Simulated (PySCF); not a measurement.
**Vertical excitation energies**

Species: H₁₁NOSi₄.
SMILES: `N[Si]([SiH3])([SiH3])O[SiH3]`

Computed, not measured: TDDFT CAM-B3LYP/def2-SVPD, vertical, gas phase, core orbitals frozen in the response in PySCF. The structure is a single GFN2-xTB conformer in the gas phase; no vibrational or solvent corrections. Torsions of this conformer, `[NH2:1][Si:2]([SiH3:3])([SiH3:4])[O:5][SiH3:6]`: N1–Si2–O5–Si6 40°, H–N1–Si2–Si3 -69°, H–N1–Si2–Si3 152°.

Q: List the vertical singlet excitations with oscillator strengths and describe the spectrum.

A: 

| state | E (eV) | E (kJ/mol) | λ (nm) | f | \|μ\| (D) | main configurations (H = HOMO, L = LUMO) |
| --- | --- | --- | --- | --- | --- | --- |
| S1 | 5.27 | 508 | 235.3 | 0.044 | 1.48 | H→L (84%), H→L+1 (11%) |
| S2 | 5.53 | 533 | 224.3 | 0.036 | 1.31 | H→L+1 (83%), H→L (12%) |
| S3 | 6.44 | 621 | 192.5 | 0.086 | 1.87 | H→L+2 (78%) |
| S4 | 6.74 | 650 | 184.0 | 0.038 | 1.22 | H-1→L (84%) |
| S5 | 6.99 | 674 | 177.5 | 0.023 | 0.94 | H-1→L+1 (36%), H→L+4 (25%), H→L+5 (12%) |
| S6 | 7.19 | 693 | 172.5 | 0.020 | 0.86 | H-1→L+1 (36%), H→L+4 (18%), H→L+6 (14%) |
| S7 | 7.22 | 696 | 171.8 | 0.088 | 1.79 | H→L+5 (49%), H→L+4 (19%), H→L+8 (14%) |
| S8 | 7.31 | 705 | 169.7 | 0.201 | 2.69 | H→L+6 (26%), H→L+3 (16%), H→L+5 (15%) |

Triplets, Tamm–Dancoff:

```json
{"state": "T1", "E (eV)": "4.68", "λ (nm)": "264.8", "main configurations (H = HOMO, L = LUMO)": "H→L (91%)"}
{"state": "T2", "E (eV)": "5.01", "λ (nm)": "247.6", "main configurations (H = HOMO, L = LUMO)": "H→L+1 (86%)"}
{"state": "T3", "E (eV)": "6.08", "λ (nm)": "203.9", "main configurations (H = HOMO, L = LUMO)": "H→L+2 (52%), H-1→L+1 (21%)"}
```

The lowest singlet lies at 5.27 eV (235 nm, ultraviolet) and is of moderate strength; its leading configuration is HOMO→LUMO (84%). The strongest level in the table is S8 at 7.31 eV (170 nm, f = 0.201). It is the last of those listed, so stronger ones may follow. Löwdin shares by element: HOMO silicon 47% or more, nitrogen 28% (atoms not listed hold the other 24%); LUMO silicon 63% or more, hydrogen 6% or more (atoms not listed hold the other 31%). The listed states span 2.04 eV, and the widest gap between neighbours is 0.91 eV (S2 to S3). Weighted by f, the mean energy of these states is 6.81 eV. Of the 8 states listed, 8 reach f = 0.01 and none stays under 0.0005. The window holds the lowest 8 singlets.
